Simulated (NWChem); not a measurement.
System: C₂H₇S cation; SMILES C[SH+]C

NWChem printed, in part:

```
             Northwest Computational Chemistry Package (NWChem) 7.3.0
             --------------------------------------------------------

                             Geometry "geometry" -> ""
                             -------------------------

 Output coordinates in angstroms (scale by  1.889725989 to convert to a.u.)

  No.       Tag          Charge          X              Y              Z
 ---- ---------------- ---------- -------------- -------------- --------------
    1 C                    6.0000     0.54337400     0.00338100     1.43687600
    2 S                   16.0000    -0.57218300     0.04540800     0.00000000
    3 C                    6.0000     0.54337400     0.00338100    -1.43687600
    4 H                    1.0000     1.28262300    -0.81317600     1.34275200
    5 H                    1.0000    -0.09633300    -0.12631400     2.33119600
    6 H                    1.0000     1.03524200     0.99424800     1.47607700
    7 H                    1.0000    -0.97728200    -1.26505400     0.00000000
    8 H                    1.0000     1.28262300    -0.81317600    -1.34275200
    9 H                    1.0000    -0.09633300    -0.12631400    -2.33119600
   10 H                    1.0000     1.03524200     0.99424800    -1.47607700

 Effective nuclear repulsion energy (a.u.)     119.5802488565

                                 NWChem DFT Module
                                 -----------------

 Summary of "ao basis" -> "ao basis" (spherical)
 ------------------------------------------------------------------------------
       Tag                 Description            Shells   Functions and Types
 ---------------- ------------------------------  ------  ---------------------
 C                           6-31g*                  6       14   3s2p1d
 S                           6-31g*                  8       18   4s3p1d
 H                           6-31g*                  2        2   2s

 in cosmo_initialize ...
 calling solv_data for solv:thf

 solvent parameters
 solvname_short: thf
 solvname_long:  tetrahydrofuran
 dielec:        7.4257
 dielecinf:     1.9740
 nonaqueous SMD model solvent descriptors
 dielec:        7.4257
 sola:          0.0000
 solb:          0.4800
 solc:          0.0000
 solg:         39.4400
 solh:          0.0000
 soln:          1.4050

          ---------------
          -cosmo- solvent
          ---------------
 Cosmo: York-Karplus, doi: 10.1021/jp992097l
 dielectric constant -eps-     =   7.43
 screen = (eps-1)/(eps    )    =   0.86533
 surface charge correction     = lagrangian

   van der Waals surface
 --------------------------

 ---------- ATOMIC COORDINATES (A.U.) ------------ VDWR(ANG.) --
     1    1.02682797    0.00638916    2.71530192     1.850
     2   -1.08126909    0.08580868    0.00000000     2.490
     3    1.02682797    0.00638916   -2.71530192     1.850
     4    2.42380602   -1.53667982    2.53743335     1.200
     5   -0.18204297   -0.23869885    4.40532167     1.200
     6    1.95632371    1.87885628    2.78938107     1.200
     7   -1.84679519   -2.39060542    0.00000000     1.200
     8    2.42380602   -1.53667982   -2.53743335     1.200
     9   -0.18204297   -0.23869885   -4.40532167     1.200
    10    1.95632371    1.87885628   -2.78938107     1.200
 number of segments per atom =        128
 number of   points per atom =        128
 atom (   nspa,  nppa )
 ----------------------
    1 (     41,     0 )       0
    2 (     84,     0 )       0
    3 (     41,     0 )       0
    4 (     52,     0 )       0
    5 (     49,     0 )       0
    6 (     50,     0 )       0
    7 (     22,     0 )       0
    8 (     52,     0 )       0
    9 (     49,     0 )       0
   10 (     50,     0 )       0
 number of -cosmo- surface points =      490
 molecular surface =    105.161 angstrom**2
 molecular volume  =     91.948 angstrom**3
 -lineq- algorithm             =   0
 -bem- low  level              =   3
 -bem- from -octahedral-
 gaussian surface charge width =   4.50000
 degree of switching           =   1.00000
 switching function tolerance  =   0.00010
 atomic radii =
 --------------
    1  6.000  1.850
    2 16.000  2.490
    3  6.000  1.850
    4  1.000  1.200
    5  1.000  1.200
    6  1.000  1.200
    7  1.000  1.200
    8  1.000  1.200
    9  1.000  1.200
   10  1.000  1.200
 ...... end of -cosmo- initialization ......

 nat:                    10
 ixmem:                  5529
 calling mnsol_interface()
 G(SMD-CDS) energy (kcal/mol)  =     0.199
 SMD-CDS SASA (angstrom**2)    =   129.483

            General Information
            -------------------
          SCF calculation type: DFT
          Wavefunction type:  closed shell.
          No. of atoms     :    10
          No. of electrons :    34
           Alpha electrons :    17
            Beta electrons :    17
          Charge           :     1
          Spin multiplicity:     1
          Use of symmetry is: off; symmetry adaption is: off
          Maximum number of iterations: 150
          AO basis - number of functions:    60
                     number of shells:    34
          Convergence on energy requested:  1.00D-06
          Convergence on density requested:  1.00D-05
          Convergence on gradient requested:  5.00D-04

              XC Information
              --------------
                         PBE0 Method XC Functional
                     Hartree-Fock (Exact) Exchange  0.250
          PerdewBurkeErnzerhof Exchange Functional  0.750
            Perdew 1991 LDA Correlation Functional  1.000 local
           PerdewBurkeErnz. Correlation Functional  1.000 non-local

             Grid Information
             ----------------
          Grid used for XC integration:  medium
          Radial quadrature: Mura-Knowles
          Angular quadrature: Lebedev.
          Tag              B.-S. Rad. Rad. Pts. Rad. Cut. Ang. Pts.
          ---              ---------- --------- --------- ---------
          C                   0.70       49          10.0       434
          S                   1.00       88           8.0       590
          H                   0.35       45          11.0       434
          Grid pruning is: on
          Number of quadrature shells:   501
          Spatial weights used:  Erf1

      Superposition of Atomic Density Guess
      -------------------------------------

 Sum of atomic energies:        -476.26381702

 Renormalizing density from      35.00 to     34

      Non-variational initial energy
      ------------------------------

 Total energy =    -469.036217
 1-e energy   =    -865.646337
 2-e energy   =     277.029871
 HOMO         =      -0.683622
 LUMO         =      -0.254458

   convergence    iter        energy       DeltaE   RMS-Dens  Diis-err
 ---------------- ----- ----------------- --------- --------- ---------
     COSMO gas phase
 d= 0,ls=0.0,diis     1   -478.0033382890 -5.98D+02  1.74D-02  6.81D-01
 d= 0,ls=0.0,diis     2   -478.0346247310 -3.13D-02  8.91D-03  2.24D-01
 d= 0,ls=0.0,diis     3   -478.0662568846 -3.16D-02  1.87D-03  1.60D-02
 d= 0,ls=0.0,diis     4   -478.0687273987 -2.47D-03  1.62D-04  8.75D-05
 d= 0,ls=0.0,diis     5   -478.0687391841 -1.18D-05  4.57D-05  6.60D-06
 d= 0,ls=0.0,diis     6   -478.0687399930 -8.09D-07  1.37D-05  1.39D-06
 d= 0,ls=0.0,diis     7   -478.0687401824 -1.89D-07  2.13D-06  2.64D-08

   convergence    iter        energy       DeltaE   RMS-Dens  Diis-err
 ---------------- ----- ----------------- --------- --------- ---------
     COSMO solvation phase
 d= 0,ls=0.0,diis     1   -478.1544239497 -8.57D-02  1.41D-03  1.19D-03
 d= 0,ls=0.0,diis     2   -478.1547333875 -3.09D-04  2.97D-04  2.20D-04
 d= 0,ls=0.0,diis     3   -478.1547659729 -3.26D-05  7.97D-05  2.18D-05
 d= 0,ls=0.0,diis     4   -478.1547674256 -1.45D-06  2.83D-05  5.60D-06
 d= 0,ls=0.0,diis     5   -478.1547689533 -1.53D-06  3.91D-06  3.76D-08
 d= 0,ls=0.0,diis     6   -478.1547689085  4.49D-08  6.84D-07  1.82D-09

         Total DFT energy =     -478.154768908455
      One electron energy =     -879.523741918302
           Coulomb energy =      326.040697000734
    Exchange-Corr. energy =      -38.594328232067
 Nuclear repulsion energy =      119.580248856524

             COSMO energy =       -5.657644615344

 Numeric. integr. density =       33.999999739431

                                COSMO-SMD solvation results
                                ---------------------------

             internal energy in gas <Psi(g)|H|Psi(g)> =      -478.068740182355
         internal energy in solvent <Psi(s)|H|Psi(s)> =      -478.068342994315
                               delta internal energy  =         0.000397188039 (    0.25 kcal/mol)
   total free energy in solvent <Psi(s)|H+V/2|Psi(s)> =      -478.155086204247
 polarization energy contribution <Psi(s)|V/2|Psi(s)> =        -0.086743209932 (  -54.43 kcal/mol)
    total free energy in solvent including G(SMD-CDS) =      -478.154768908455
                       G(SMD-CDS) energy contribution =         0.000317295792 (    0.20 kcal/mol)
     1 M fixed-concentration free energy of solvation =        -0.086028726100 (  -53.98 kcal/mol)

                       DFT Final Molecular Orbital Analysis
                       ------------------------------------

 Vector   15  Occ=2.000000D+00  E=-4.561419D-01
              MO Center=  3.3D-01,  1.2D-01, -4.9D-08, r^2= 3.5D+00
   Bfn.  Coefficient  Atom+Function         Bfn.  Coefficient  Atom+Function
  ----- ------------  ---------------      ----- ------------  ---------------
    21      0.249939   2 S  px                4     -0.214768   1 C  py
    36     -0.214768   3 C  py                3     -0.207276   1 C  px
    35     -0.207276   3 C  px               51     -0.183213   6 H  s
    59     -0.183213  10 H  s                22      0.176756   2 S  py
    53     -0.171475   7 H  s                54     -0.160565   7 H  s

 Vector   16  Occ=2.000000D+00  E=-4.473110D-01
              MO Center=  2.4D-01, -5.7D-02,  5.4D-08, r^2= 3.9D+00
   Bfn.  Coefficient  Atom+Function         Bfn.  Coefficient  Atom+Function
  ----- ------------  ---------------      ----- ------------  ---------------
     5      0.315890   1 C  pz               37      0.315890   3 C  pz
    23     -0.311817   2 S  pz               49      0.201427   5 H  s
    57     -0.201427   9 H  s                 9      0.178444   1 C  pz
    41      0.178444   3 C  pz               50      0.140435   5 H  s
    58     -0.140435   9 H  s                19      0.116115   2 S  pz

 Vector   17  Occ=2.000000D+00  E=-3.957657D-01
              MO Center= -2.5D-01,  1.3D-02, -9.1D-09, r^2= 2.7D+00
   Bfn.  Coefficient  Atom+Function         Bfn.  Coefficient  Atom+Function
  ----- ------------  ---------------      ----- ------------  ---------------
    21      0.432003   2 S  px               22     -0.395321   2 S  py
    20     -0.218556   2 S  s                25      0.202285   2 S  px
    24     -0.171152   2 S  s                26     -0.171958   2 S  py
     3     -0.162329   1 C  px               35     -0.162329   3 C  px
    17     -0.161517   2 S  px               18      0.146971   2 S  py

 Vector   18  Occ=0.000000D+00  E=-3.748516D-02
              MO Center= -5.2D-01, -1.8D-01, -1.0D-08, r^2= 2.9D+00
   Bfn.  Coefficient  Atom+Function         Bfn.  Coefficient  Atom+Function
  ----- ------------  ---------------      ----- ------------  ---------------
    54      1.042592   7 H  s                25      0.719158   2 S  px
    26      0.683080   2 S  py                6     -0.560970   1 C  s
    38     -0.560970   3 C  s                22      0.376047   2 S  py
    21      0.346430   2 S  px                9      0.247387   1 C  pz
    41     -0.247387   3 C  pz               53      0.231666   7 H  s

 Vector   19  Occ=0.000000D+00  E=-3.071850D-02
              MO Center= -3.9D-01,  2.4D-02,  7.1D-09, r^2= 3.1D+00
   Bfn.  Coefficient  Atom+Function         Bfn.  Coefficient  Atom+Function
  ----- ------------  ---------------      ----- ------------  ---------------
    27      1.068466   2 S  pz                6     -0.827098   1 C  s
    38      0.827098   3 C  s                23      0.465377   2 S  pz
     9      0.333338   1 C  pz               41      0.333338   3 C  pz
     7      0.311559   1 C  px               39     -0.311559   3 C  px
     5      0.187336   1 C  pz               37      0.187336   3 C  pz

 Vector   20  Occ=0.000000D+00  E= 1.944921D-02
              MO Center= -1.9D-01, -3.6D-01,  3.1D-09, r^2= 3.6D+00
   Bfn.  Coefficient  Atom+Function         Bfn.  Coefficient  Atom+Function
  ----- ------------  ---------------      ----- ------------  ---------------
    24      1.342624   2 S  s                54     -0.923313   7 H  s
    25      0.699893   2 S  px               20      0.588164   2 S  s
     9      0.580340   1 C  pz               41     -0.580340   3 C  pz
    26     -0.489852   2 S  py                7      0.414781   1 C  px
    39      0.414781   3 C  px                6     -0.358801   1 C  s

     Multipole analysis of the density
     ---------------------------------

     L   x y z        total         alpha         beta         nuclear
     -   - - -        -----         -----         ----         -------
     0   0 0 0      1.000000    -17.000000    -17.000000     35.000000

     1   1 0 0      0.253533     -0.658738     -0.658738      1.571009
     1   0 1 0     -0.529567      0.102237      0.102237     -0.734041
     1   0 0 1      0.000000      0.000000      0.000000      0.000000

     2   2 0 0    -16.675776    -35.457788    -35.457788     54.239801
     2   1 1 0      1.560930     -0.718611     -0.718611      2.998151
     2   1 0 1     -0.000000     -0.000000     -0.000000      0.000000
     2   0 2 0    -16.463344    -17.096782    -17.096782     17.730220
     2   0 1 1     -0.000000     -0.000000     -0.000000      0.000000
     2   0 0 2    -12.413534    -84.070028    -84.070028    155.726522
```

Level: PBE0/6-31G* (spherical d), SMD on the gas-phase geometry. All runs use the structure optimised with PBE-D3(BJ)/def2-SVP. Solvent: tetrahydrofuran.

### Question
Which NWChem input produces such a log?

### Answer
Several could match; the one computed here: the input that was run:
```
start job
memory heap 200 mb stack 900 mb global 1100 mb
charge 1
geometry units angstroms noautosym nocenter noautoz
  C      0.543374     0.003381     1.436876
  S     -0.572183     0.045408     0.000000
  C      0.543374     0.003381    -1.436876
  H      1.282623    -0.813176     1.342752
  H     -0.096333    -0.126314     2.331196
  H      1.035242     0.994248     1.476077
  H     -0.977282    -1.265054     0.000000
  H      1.282623    -0.813176    -1.342752
  H     -0.096333    -0.126314    -2.331196
  H      1.035242     0.994248    -1.476077
end
basis spherical
  C library 6-31g*
  S library 6-31g*
  H library 6-31g*
end
dft
  xc pbe0
  iterations 150
end
cosmo
  do_cosmo_smd true
  solvent thf
end
task dft energy
```
